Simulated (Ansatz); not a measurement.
Ansatz (an electronic-structure program) input (B3LYP-D3(BJ)/def2-TZVP):

Ansatz 0.2 input:
```yaml
crystal:
  periodic: [false, false, false]
  atoms:
    - {symbol: C, position_ang: [2.55642617, 0.04130018, -0.64730132]}
    - {symbol: C, position_ang: [1.13546193, 0.45725321, -0.76755704]}
    - {symbol: C, position_ang: [0.05668055, -0.18055245, 0.04378963]}
    - {symbol: C, position_ang: [0.17053696, 0.22017918, 1.52980535]}
    - {symbol: C, position_ang: [-1.33051595, 0.13869590, -0.53193345]}
    - {symbol: C, position_ang: [-2.48436442, -0.60721000, 0.13243711]}
    - {symbol: H, position_ang: [3.04991275, 0.48602525, 0.23097054]}
    - {symbol: H, position_ang: [3.14233795, 0.34297366, -1.51773699]}
    - {symbol: H, position_ang: [2.64716327, -1.04357288, -0.53321122]}
    - {symbol: H, position_ang: [0.90558156, 1.37961327, -1.29036282]}
    - {symbol: H, position_ang: [0.19873043, -1.27042574, -0.00229357]}
    - {symbol: H, position_ang: [1.16658813, 0.00200929, 1.91710144]}
    - {symbol: H, position_ang: [-0.54972898, -0.32020995, 2.14605454]}
    - {symbol: H, position_ang: [-0.01105129, 1.29104900, 1.65046120]}
    - {symbol: H, position_ang: [-1.31837314, -0.09614802, -1.59988878]}
    - {symbol: H, position_ang: [-1.49899303, 1.21880560, -0.45821248]}
    - {symbol: H, position_ang: [-2.32405443, -1.68791178, 0.09745324]}
    - {symbol: H, position_ang: [-2.60589302, -0.32394877, 1.17893700]}
    - {symbol: H, position_ang: [-3.42757156, -0.39625512, -0.37471389]}
basis:
  gaussian:
    orbitals: def2-TZVP
hamiltonian:
  xc: b3lyp
  dispersion: d3bj
magnetization: {spin_polarized: true, initial_magnetization: 1}
phonons: {temperatures: {t_min: 298.15, t_max: 298.15, t_step: 100}}
```

Output:

```
Functional definition: B3LYP
integrals: 0.22 GiB planned
1652 factors; their error is unknown
0.36 GiB of the device are held for the grids
1.60 GiB of device memory are held for the factors and their scratch space
mean field: 1.97 GiB planned
mean field evaluation 1: about -6418.2169 eV, gradient 6.1e1 eV
mean field evaluation 2: about -6405.2947 eV, gradient 7.7e1 eV
mean field evaluation 4: about -6435.6955 eV, gradient 4.3e0 eV
mean field evaluation 8: about -6435.7807 eV, gradient 4.0e-2 eV
mean field evaluation 16: about -6435.7354 eV, gradient 7.2e-4 eV
mean field -6435.73535273 eV, -236.5089119146 hartree, gradient 9.0e-5 eV, S^2 0.754092; 0 other end points of the search recorded, 0 dependent functions left out
the calculation of the forces begins
reference -6435.73568924 eV, -236.5089242814 hartree; 25, 24 occupied and 239, 240 virtual orbitals, 1652 factors
these checks for a lower state are left out or cut short: stability, starts, cluster_reference, orbital_swaps, neighbouring_geometries, increment
integrals: 0.22 GiB planned
1652 factors; their error is unknown
0.36 GiB of the device are held for the grids
1.60 GiB of device memory are held for the factors and their scratch space
mean field: 1.97 GiB planned
mean field -6435.73528154 eV, -236.5089092987 hartree, gradient 2.4e-6 eV, S^2 0.754092; 0 other end points of the search recorded, 0 dependent functions left out
the calculation of the forces begins
reference -6435.73561796 eV, -236.5089216616 hartree; 25, 24 occupied and 239, 240 virtual orbitals, 1652 factors
these checks for a lower state are left out or cut short: stability, starts, cluster_reference, orbital_swaps, neighbouring_geometries, increment
integrals: 0.22 GiB planned
1652 factors; their error is unknown
0.36 GiB of the device are held for the grids
1.60 GiB of device memory are held for the factors and their scratch space
mean field: 1.97 GiB planned
mean field evaluation 32: about -6435.7351 eV, gradient 2.5e-6 eV
mean field -6435.73513317 eV, -236.5089038460 hartree, gradient 2.5e-6 eV, S^2 0.754093; 0 other end points of the search recorded, 0 dependent functions left out
the calculation of the forces begins
reference -6435.73546979 eV, -236.5089162167 hartree; 25, 24 occupied and 239, 240 virtual orbitals, 1652 factors
these checks for a lower state are left out or cut short: stability, starts, cluster_reference, orbital_swaps, neighbouring_geometries, increment
integrals: 0.22 GiB planned
1652 factors; their error is unknown
0.36 GiB of the device are held for the grids
1.60 GiB of device memory are held for the factors and their scratch space
mean field: 1.97 GiB planned
mean field -6435.73518887 eV, -236.5089058929 hartree, gradient 2.4e-6 eV, S^2 0.754088; 0 other end points of the search recorded, 0 dependent functions left out
the calculation of the forces begins
reference -6435.73552540 eV, -236.5089182603 hartree; 25, 24 occupied and 239, 240 virtual orbitals, 1652 factors
these checks for a lower state are left out or cut short: stability, starts, cluster_reference, orbital_swaps, neighbouring_geometries, increment
integrals: 0.22 GiB planned
1652 factors; their error is unknown
0.36 GiB of the device are held for the grids
1.60 GiB of device memory are held for the factors and their scratch space
mean field: 1.97 GiB planned
mean field -6435.73519582 eV, -236.5089061483 hartree, gradient 2.5e-6 eV, S^2 0.754096; 0 other end points of the search recorded, 0 dependent functions left out
[...]
integrals: 0.22 GiB planned
1652 factors; their error is unknown
0.36 GiB of the device are held for the grids
1.60 GiB of device memory are held for the factors and their scratch space
mean field: 1.97 GiB planned
mean field -6435.73532331 eV, -236.5089108336 hartree, gradient 2.4e-6 eV, S^2 0.754092; 0 other end points of the search recorded, 0 dependent functions left out
the calculation of the forces begins
reference -6435.73565982 eV, -236.5089232002 hartree; 25, 24 occupied and 239, 240 virtual orbitals, 1652 factors
these checks for a lower state are left out or cut short: stability, starts, cluster_reference, orbital_swaps, neighbouring_geometries, increment
integrals: 0.22 GiB planned
1652 factors; their error is unknown
0.36 GiB of the device are held for the grids
1.60 GiB of device memory are held for the factors and their scratch space
mean field: 1.97 GiB planned
mean field -6435.73534017 eV, -236.5089114533 hartree, gradient 2.4e-6 eV, S^2 0.754092; 0 other end points of the search recorded, 0 dependent functions left out
the calculation of the forces begins
reference -6435.73567670 eV, -236.5089238204 hartree; 25, 24 occupied and 239, 240 virtual orbitals, 1652 factors
these checks for a lower state are left out or cut short: stability, starts, cluster_reference, orbital_swaps, neighbouring_geometries, increment
integrals: 0.22 GiB planned
1652 factors; their error is unknown
0.36 GiB of the device are held for the grids
1.60 GiB of device memory are held for the factors and their scratch space
mean field: 1.97 GiB planned
mean field -6435.73527275 eV, -236.5089089757 hartree, gradient 2.4e-6 eV, S^2 0.754092; 0 other end points of the search recorded, 0 dependent functions left out
the calculation of the forces begins
reference -6435.73560930 eV, -236.5089213434 hartree; 25, 24 occupied and 239, 240 virtual orbitals, 1652 factors
these checks for a lower state are left out or cut short: stability, starts, cluster_reference, orbital_swaps, neighbouring_geometries, increment
integrals: 0.22 GiB planned
1652 factors; their error is unknown
0.36 GiB of the device are held for the grids
1.60 GiB of device memory are held for the factors and their scratch space
mean field: 1.97 GiB planned
mean field evaluation 768: about -6435.7761 eV, gradient 5.0e-1 eV
mean field -6435.73524253 eV, -236.5089078650 hartree, gradient 2.4e-6 eV, S^2 0.754092; 0 other end points of the search recorded, 0 dependent functions left out
the calculation of the forces begins
reference -6435.73557903 eV, -236.5089202309 hartree; 25, 24 occupied and 239, 240 virtual orbitals, 1652 factors
these checks for a lower state are left out or cut short: stability, starts, cluster_reference, orbital_swaps, neighbouring_geometries, increment
integrals: 0.22 GiB planned
1652 factors; their error is unknown
0.36 GiB of the device are held for the grids
1.60 GiB of device memory are held for the factors and their scratch space
mean field: 1.97 GiB planned
mean field -6435.73524248 eV, -236.5089078631 hartree, gradient 2.4e-6 eV, S^2 0.754092; 0 other end points of the search recorded, 0 dependent functions left out
the calculation of the forces begins
reference -6435.73557893 eV, -236.5089202273 hartree; 25, 24 occupied and 239, 240 virtual orbitals, 1652 factors
these checks for a lower state are left out or cut short: stability, starts, cluster_reference, orbital_swaps, neighbouring_geometries, increment
integrals: 0.22 GiB planned
1652 factors; their error is unknown
0.36 GiB of the device are held for the grids
1.60 GiB of device memory are held for the factors and their scratch space
mean field: 1.97 GiB planned
mean field -6435.73530452 eV, -236.5089101430 hartree, gradient 2.4e-6 eV, S^2 0.754092; 0 other end points of the search recorded, 0 dependent functions left out
the calculation of the forces begins
reference -6435.73564111 eV, -236.5089225124 hartree; 25, 24 occupied and 239, 240 virtual orbitals, 1652 factors
these checks for a lower state are left out or cut short: stability, starts, cluster_reference, orbital_swaps, neighbouring_geometries, increment
integrals: 0.22 GiB planned
1652 factors; their error is unknown
0.36 GiB of the device are held for the grids
1.60 GiB of device memory are held for the factors and their scratch space
mean field: 1.97 GiB planned
mean field -6435.73532954 eV, -236.5089110624 hartree, gradient 2.4e-6 eV, S^2 0.754092; 0 other end points of the search recorded, 0 dependent functions left out
the calculation of the forces begins
reference -6435.73566605 eV, -236.5089234291 hartree; 25, 24 occupied and 239, 240 virtual orbitals, 1652 factors
these checks for a lower state are left out or cut short: stability, starts, cluster_reference, orbital_swaps, neighbouring_geometries, increment
integrals: 0.22 GiB planned
1652 factors; their error is unknown
0.36 GiB of the device are held for the grids
1.60 GiB of device memory are held for the factors and their scratch space
mean field: 1.97 GiB planned
mean field evaluation 800: about -6435.7353 eV, gradient 7.1e-3 eV
mean field -6435.73534013 eV, -236.5089114518 hartree, gradient 2.4e-6 eV, S^2 0.754092; 0 other end points of the search recorded, 0 dependent functions left out
the calculation of the forces begins
reference -6435.73567666 eV, -236.5089238188 hartree; 25, 24 occupied and 239, 240 virtual orbitals, 1652 factors
these checks for a lower state are left out or cut short: stability, starts, cluster_reference, orbital_swaps, neighbouring_geometries, increment
integrals: 0.22 GiB planned
1652 factors; their error is unknown
0.36 GiB of the device are held for the grids
1.60 GiB of device memory are held for the factors and their scratch space
mean field: 1.97 GiB planned
mean field -6435.73531574 eV, -236.5089105555 hartree, gradient 2.4e-6 eV, S^2 0.754092; 0 other end points of the search recorded, 0 dependent functions left out
the calculation of the forces begins
reference -6435.73565223 eV, -236.5089229212 hartree; 25, 24 occupied and 239, 240 virtual orbitals, 1652 factors
these checks for a lower state are left out or cut short: stability, starts, cluster_reference, orbital_swaps, neighbouring_geometries, increment
integrals: 0.22 GiB planned
1652 factors; their error is unknown
0.36 GiB of the device are held for the grids
1.60 GiB of device memory are held for the factors and their scratch space
mean field: 1.97 GiB planned
mean field -6435.73532146 eV, -236.5089107654 hartree, gradient 2.4e-6 eV, S^2 0.754092; 0 other end points of the search recorded, 0 dependent functions left out
the calculation of the forces begins
reference -6435.73565800 eV, -236.5089231333 hartree; 25, 24 occupied and 239, 240 virtual orbitals, 1652 factors
Total energy: -6436.41384512 eV, -236.5338460502 hartree
Atom 0 at     2.556426     0.041300    -0.647301 Å, force     0.000555    -0.001177    -0.000222 eV/Å
Atom 1 at     1.135462     0.457253    -0.767557 Å, force     0.000768     0.000489    -0.000000 eV/Å
Atom 2 at     0.056681    -0.180552     0.043790 Å, force    -0.000734     0.000036     0.000356 eV/Å
Atom 3 at     0.170537     0.220179     1.529805 Å, force    -0.000378    -0.000145    -0.000820 eV/Å
Atom 4 at    -1.330516     0.138696    -0.531933 Å, force    -0.000504    -0.000736     0.000718 eV/Å
Atom 5 at    -2.484364    -0.607210     0.132437 Å, force     0.001564     0.000310    -0.000230 eV/Å
Atom 6 at     3.049913     0.486025     0.230971 Å, force    -0.000295     0.000265     0.000008 eV/Å
Atom 7 at     3.142338     0.342974    -1.517737 Å, force     0.000224    -0.000067     0.000046 eV/Å
Atom 8 at     2.647163    -1.043573    -0.533211 Å, force    -0.000174     0.000491     0.000207 eV/Å
Atom 9 at     0.905582     1.379613    -1.290363 Å, force    -0.000319     0.000209    -0.000106 eV/Å
Atom 10 at     0.198730    -1.270426    -0.002294 Å, force     0.000065     0.000020    -0.000096 eV/Å
Atom 11 at     1.166588     0.002009     1.917101 Å, force     0.000300     0.000125    -0.000416 eV/Å
Atom 12 at    -0.549729    -0.320210     2.146055 Å, force    -0.000168     0.000124     0.000247 eV/Å
Atom 13 at    -0.011051     1.291049     1.650461 Å, force     0.000015    -0.000159     0.000191 eV/Å
Atom 14 at    -1.318373    -0.096148    -1.599889 Å, force     0.000268     0.000016     0.000038 eV/Å
Atom 15 at    -1.498993     1.218806    -0.458212 Å, force    -0.000162     0.000068    -0.000081 eV/Å
Atom 16 at    -2.324054    -1.687912     0.097453 Å, force    -0.000215     0.000246    -0.000379 eV/Å
Atom 17 at    -2.605893    -0.323949     1.178937 Å, force    -0.000538    -0.000129     0.000404 eV/Å
Atom 18 at    -3.427572    -0.396255    -0.374714 Å, force    -0.000272     0.000014     0.000135 eV/Å
Dipole moment:     0.019787    -0.002230     0.025929 e Å
Vibrations: 48.72 88.61 122.83 196.44 217.91 248.62 297.79 344.89 408.16 464.09 498.97 771.89 821.67 895.97 952.92 970.15 988.41 1025.53 1046.77 1101.49 1131.71 1184.03 1189.01 1280.20 1302.99 1342.35 1366.99 1397.60 1404.78 1413.83 1415.65 1472.80 1484.17 1487.40 1496.09 1498.36 1506.27 1512.02 2943.19 2955.82 3011.12 3026.80 3027.58 3030.01 3045.19 3079.99 3086.11 3090.13 3095.90 3101.59 3150.46 cm⁻¹, zero-point energy 4.714002 eV
```

It need not be the lowest isomer of its formula.
